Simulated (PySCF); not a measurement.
Cl₂GeH₄OSi, SMILES Cl[SiH](Cl)[O][GeH3]. The structure is a stationary point at B3LYP-D3(BJ)/def2-SVP. This is a generated structure with no PubChem entry under its InChIKey; it may be hypothetical. Other conformers were not sampled.

**Question.** Give the equilibrium geometry at B3LYP-D3(BJ)/def2-SVP (PySCF confirms it by a frequency run) as a Z-matrix. (The exact figures need the calculation; the answer reports its results.)

**Answer.** One answer among several that fit: 
```
O
Si 1 1.6301
H 2 1.4721 1 110.37
Ge 1 1.8060 2 133.70 3 -172.10
H 4 1.5354 1 105.23 2 -139.45
H 4 1.5368 5 112.17 1 115.73
H 4 1.5387 5 112.15 6 127.00
Cl 2 2.0695 3 109.45 1 121.40
Cl 2 2.0729 3 109.59 1 -120.84
```
Charge 0, spin multiplicity 1.
